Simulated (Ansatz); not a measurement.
Reaction (ligand exchange at the Si–S bond): `CS[SiH](O)F` + `C[SiH](O)O` → `C[Si@H](O)O[Si@@H](O)F` + CH₃SH

Computed with Ansatz on PBE0-D4/def2-TZVP structures; ΔE is electronic, products minus reactants. CCSD(T)/CBS is the MP2 limit (def2-TZVPP, def2-QZVPP) plus CCSD(T) − MP2 in def2-TZVPP, frozen cores. This one scheme is used for every species. Functionals use def2-TZVPP. B3LYP here is the variant with VWN-RPA as its local correlation; programs differ in this. One conformer a species, not always the lowest.

`CS[SiH](O)F`:

Z-matrix (Å, degrees):
```
C
S 1 1.820
H 1 1.088 2 110.8
H 1 1.089 2 106.4 3 -118.8
H 1 1.090 2 111.1 3 122.9
Si 2 2.111 1 99.7 3 -59.5
F 6 1.598 2 107.9 1 45.4
O 6 1.625 2 109.0 1 167.0
H 6 1.473 2 115.0 1 -72.7
H 8 0.959 6 118.4 2 -46.2
```

`C[SiH](O)O`:

```xyz
10

C     0.975    0.516   -0.788
Si   -0.575   -0.046    0.054
O    -0.469   -1.689    0.104
O    -0.760    0.610    1.552
H     1.861    0.176   -0.245
H     1.031    0.110   -1.801
H     1.010    1.606   -0.853
H    -1.807    0.381   -0.655
H    -1.223   -2.166    0.455
H    -0.041    0.501    2.176
```

`C[Si@H](O)O[Si@@H](O)F`:

Z-matrix (Å, degrees):
```
C
Si 1 1.844
H 1 1.092 2 111.0
H 1 1.092 2 110.7 3 -120.5
H 1 1.093 2 110.3 3 119.9
O 2 1.659 1 108.0 3 -64.9
O 2 1.640 1 110.0 3 177.2
H 2 1.484 1 113.4 3 56.2
H 6 0.958 2 117.1 1 144.7
Si 7 1.626 2 135.0 1 103.2
O 10 1.624 7 111.1 2 -18.2
F 10 1.591 7 107.1 2 102.4
H 10 1.467 7 111.4 2 -140.3
H 11 0.964 10 115.7 7 31.8
```

CH₃SH:

Cartesian coordinates in Å:
```
C 0.254 0.148 -0.394
S -0.771 0.375 1.076
H 1.215 -0.301 -0.146
H 0.430 1.145 -0.798
H -0.258 -0.447 -1.149
H -0.870 -0.920 1.411
```

```
             level  ΔE (kJ/mol)  difference from CCSD(T)/CBS
            PBE-D4        -62.1                         16.7
         r2SCAN-D4        -74.8                          4.0
           PBE0-D4        -69.5                          9.3
          B3LYP-D4        -80.4                         -1.6
           ωB97X-V        -78.2                          0.6
           ωB97M-V        -78.9                         -0.1
            B2PLYP        -79.7                         -0.9
               PBE        -60.4                         18.4
            r2SCAN        -73.9                          4.9
              PBE0        -67.7                         11.1
             B3LYP        -77.9                          0.9
     HF/def2-TZVPP        -95.9                        -17.1
    MP2/def2-TZVPP        -78.2                          0.6
SCS-MP2/def2-TZVPP        -82.6                         -3.8
   CCSD/def2-TZVPP        -85.6                         -6.8
CCSD(T)/def2-TZVPP        -82.5                         -3.7
     HF/def2-QZVPP        -97.9                        -19.1
    MP2/def2-QZVPP        -76.8                          2.0
SCS-MP2/def2-QZVPP        -81.1                         -2.3
      HF/CBS(def2)        -98.2                        -19.4
     MP2/CBS(def2)        -74.5                          4.3
    CCSD/CBS(def2)        -81.9                         -3.1
       CCSD(T)/CBS        -78.8                            0
```

Largest T1 diagnostic among the species: 0.012.

In def2-TZVPP, CCSD(T) changes the Hartree–Fock value by +13.4 kJ/mol (the triples alone add +3.1 kJ/mol) and MP2 by +17.7 kJ/mol. From PBE to PBE0 (25 % exact exchange), in def2-TZVPP and without D4, ΔE moves by −7.3 kJ/mol.
